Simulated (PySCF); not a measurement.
## J couplings in B3FH5N3

Molfile (atoms numbered from 1):
```
B3FH5N3
     RDKit          3D

 12 12  0  0  0  0  0  0  0  0999 V2000
   -2.6270    0.6393    0.9372 F   0  0  0  0  0  0  0  0  0  0  0  0
   -1.3963    0.3311    0.5042 B   0  0  0  0  0  0  0  0  0  0  0  0
   -0.9450   -1.0195    0.5039 N   0  0  0  0  0  0  0  0  0  0  0  0
    0.3595   -1.3736    0.0494 B   0  0  0  0  0  0  0  0  0  0  0  0
    1.2041   -0.3180   -0.4094 N   0  0  0  0  0  0  0  0  0  0  0  0
    0.7958    1.0501   -0.4282 B   0  0  0  0  0  0  0  0  0  0  0  0
   -0.5181    1.3499    0.0367 N   0  0  0  0  0  0  0  0  0  0  0  0
   -1.5706   -1.7427    0.8352 H   0  0  0  0  0  0  0  0  0  0  0  0
    0.7338   -2.5232    0.0530 H   0  0  0  0  0  0  0  0  0  0  0  0
    2.1329   -0.5495   -0.7351 H   0  0  0  0  0  0  0  0  0  0  0  0
    1.5339    1.9219   -0.8231 H   0  0  0  0  0  0  0  0  0  0  0  0
   -0.8418    2.3087    0.0385 H   0  0  0  0  0  0  0  0  0  0  0  0
  1  2  1  0
  2  3  1  0
  3  4  1  0
  4  5  1  0
  5  6  1  0
  6  7  1  0
  7  2  1  0
  3  8  1  0
  4  9  1  0
  5 10  1  0
  6 11  1  0
  7 12  1  0
M  END
```

Couplings: B3LYP/pcJ-1 (spin–dipole term only in couplings to heteroatoms) in PySCF 2.14.0 with density-fitted response routines, geometry PBE0-D3(BJ)/def2-SVP; gas phase, one conformer, non-relativistic. Couplings are averaged over pairs made equivalent by symmetry, fast rotation or ring inversion, so a value needn't be that of the named pair in this geometry, while other rotamers aren't included; one pair stands for each set, and the list holds those of at least 1.5 Hz over up to four bonds.

Isotopes: $^{11}$B, $^{1}$H, $^{19}$F, $^{15}$N.

| pair | bonds | J (Hz) |
| --- | --- | --- |
| F1, B2 | 1 | -92.1 |
| B2, N3 | 1 | ? |
| N3, B4 | 1 | -26.1 |
| N3, H8 | 1 | -82.9 |
| B4, N5 | 1 | ? |
| B4, H9 | 1 | 148.7 |
| N5, H10 | 1 | ? |
| F1, N3 | 2 | -2.6 |
| B2, H8 | 2 | -2.6 |
| N3, N7 | 2 | 2.8 |
| N3, H9 | 2 | -4.7 |
| N5, H9 | 2 | -4.5 |
| F1, B4 | 3 | 6.8 |
| B2, N5 | 3 | ? |
| B2, H9 | 3 | 5.1 |
| N3, B6 | 3 | ? |
| N3, H10 | 3 | -4.3 |
| N3, H12 | 3 | ? |
| B4, H11 | 3 | ? |
| N5, H8 | 3 | -4.0 |
| H8, H9 | 3 | ? |
| H9, H10 | 3 | 5.2 |
| F1, H9 | 4 | 3.3 |
| H8, H10 | 4 | 1.9 |
| H8, H12 | 4 | 2.8 |

Question: Estimate the withheld couplings, with signs.

Answer: 
- $^{1}J$(B2,N3) = -33.5 Hz (bond length 1.424 Å)
- $^{1}J$(B4,N5) = -25.8 Hz (bond length 1.428 Å)
- $^{1}J$(N5,H10) = -83.1 Hz (bond length 1.011 Å)
- $^{3}J$(B2,N5) = -2.6 Hz
- $^{3}J$(N3,B6) = -1.5 Hz
- $^{3}J$(N3,H12) = -2.7 Hz (dihedral angle 180°)
- $^{3}J$(B4,H11) = 4.6 Hz (dihedral angle 180°)
- $^{3}J$(H8,H9) = 5.5 Hz (dihedral angle 0°)
